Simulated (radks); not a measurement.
Values are calculated unless marked as measured or tabulated.
Charge is removed step by step from the 4d5/2 level of the antimony ion Sb3+, starting from [Kr] 4d(3/2: 4, 5/2: 6) 5s2. Level of theory: Dirac Kohn-Sham, PBEsol, spin-unpolarised, spherical densities, finite nucleus; Fermi nuclear charge, rms radius 4.6802 fm (a radial shooting solver on a logarithmic mesh with Libxc functionals).

removed (e)  E - E(0) (eV)  eigenvalue (eV)  E minus straight line (eV)
0                    0.000          -62.238                       0.000
0.125                7.922          -64.519                      -1.018
0.25                16.131          -66.819                      -1.750
0.375               24.628          -69.138                      -2.194
0.5                 33.416          -71.475                      -2.346
0.625               42.497          -73.830                      -2.205
0.75                51.874          -76.203                      -1.768
0.875               61.549          -78.594                      -1.034
1                   71.523          -81.002                       0.000

Removing the whole electron costs 71.523 eV by Delta-SCF, against 62.238 eV from minus the eigenvalue at the starting occupation. Slater's transition state (half an electron removed) gives 71.475 eV. Integrating minus the eigenvalue over the occupation (Janak's theorem) gives 71.523 eV. The mean slope of the eigenvalue, de/dn, is 18.8 eV per electron.
